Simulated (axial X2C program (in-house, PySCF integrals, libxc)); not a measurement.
Which molecule gave these maps?

PBE0 fields computed with an in-house all-electron X2C program for linear molecules (integrals from PySCF), spin-free, near the equilibrium distance, one atom at z = 0.

The maps cover the half plane through the axis: z from -2.4 to 4.2 Å along the bond, ρ from 0.15 to 2.25 Å away from it.

log10 of the density in e/bohr³:

```
 ρ\z  -2.4  -1.8  -1.2  -0.6   0.0   0.6   1.2   1.8   2.4   3.0   3.6   4.2
0.15  -4.3  -3.0  -1.7  -0.2   1.7  -0.2  -0.6   0.6  -0.5  -2.0  -3.4  -4.6
0.45  -4.3  -3.1  -1.8  -0.5   0.1  -0.5  -0.9  -0.2  -0.9  -2.2  -3.5  -4.6
0.75  -4.3  -3.2  -2.0  -1.0  -0.5  -1.0  -1.3  -0.9  -1.4  -2.5  -3.6  -4.8
1.05  -4.4  -3.3  -2.3  -1.5  -1.2  -1.5  -1.8  -1.6  -2.0  -2.9  -3.9  -5.0
1.35  -4.5  -3.5  -2.6  -2.0  -1.8  -2.0  -2.3  -2.2  -2.6  -3.3  -4.2  -5.2
1.65  -4.7  -3.8  -3.0  -2.5  -2.3  -2.5  -2.7  -2.8  -3.1  -3.8  -4.6  -5.6
1.95  -4.9  -4.1  -3.4  -2.9  -2.8  -2.9  -3.2  -3.4  -3.7  -4.2  -5.0  -6.0
2.25  -5.2  -4.4  -3.8  -3.4  -3.3  -3.4  -3.7  -3.9  -4.2  -4.7  -5.5  -6.4
```

Electron localisation function (collinear form, no current term, damped to 0 at low density):

```
 ρ\z  -2.4  -1.8  -1.2  -0.6   0.0   0.6   1.2   1.8   2.4   3.0   3.6   4.2
0.15  0.00  0.00  0.10  0.78  0.58  0.72  0.68  0.18  0.85  0.34  0.02  0.00
0.45  0.00  0.00  0.10  0.72  0.40  0.64  0.57  0.86  0.80  0.28  0.01  0.00
0.75  0.00  0.01  0.11  0.54  0.70  0.39  0.37  0.78  0.65  0.18  0.01  0.00
1.05  0.00  0.01  0.12  0.38  0.47  0.23  0.19  0.51  0.37  0.08  0.00  0.00
1.35  0.00  0.01  0.10  0.30  0.34  0.19  0.09  0.21  0.15  0.03  0.00  0.00
1.65  0.00  0.01  0.07  0.22  0.26  0.16  0.04  0.06  0.04  0.00  0.00  0.00
1.95  0.00  0.00  0.04  0.13  0.17  0.11  0.02  0.01  0.01  0.00  0.00  0.00
2.25  0.00  0.00  0.01  0.05  0.08  0.04  0.01  0.00  0.00  0.00  0.00  0.00
```

Axial spin density in 10⁻³ e/bohr³:

```
 ρ\z  -2.4  -1.8  -1.2   -0.6    0.0    0.6   1.2    1.8  2.4  3.0  3.6  4.2
0.15   0.0   0.5   9.4  143.7  578.9  158.4  -4.5  117.5  5.1  0.1  0.0  0.0
0.45   0.0   0.5   9.0  117.8  165.0  109.4  -1.7   32.2  3.9  0.1  0.0  0.0
0.75   0.0   0.5   6.9   60.8  128.0   50.2   0.5    4.0  1.3  0.1  0.0  0.0
1.05   0.0   0.4   4.1   24.9   46.2   19.8   1.1    0.2  0.3  0.0  0.0  0.0
1.35   0.0   0.3   2.1    9.2   15.2    7.4   0.9   -0.1  0.0  0.0  0.0  0.0
1.65   0.0   0.1   0.9    3.3    5.0    2.7   0.5    0.0  0.0  0.0  0.0  0.0
1.95   0.0   0.1   0.4    1.1    1.6    1.0   0.2    0.0  0.0  0.0  0.0  0.0
2.25   0.0   0.0   0.1    0.4    0.5    0.3   0.1    0.0  0.0  0.0  0.0  0.0
```

**Question.** Which molecule is it?
A. HBr⁺
B. NiN⁺
C. TcF⁺
D. RbZr

**Answer.** C. TcF⁺, with Tc at z = 0 and F at z = 1.841 Å, state M_S = 5/2, Λ = 0 (beyond evenly filled blocks: σα, π+α, π-α, δ+α, δ-α), basis Tc dyall-cv3z [12s12p8d5f3g], F dyall-av3z [7s6p3d2f] (cores contracted in-house). One determinant describes the state; a PBE0 search over occupations chose it and may have missed a lower one.
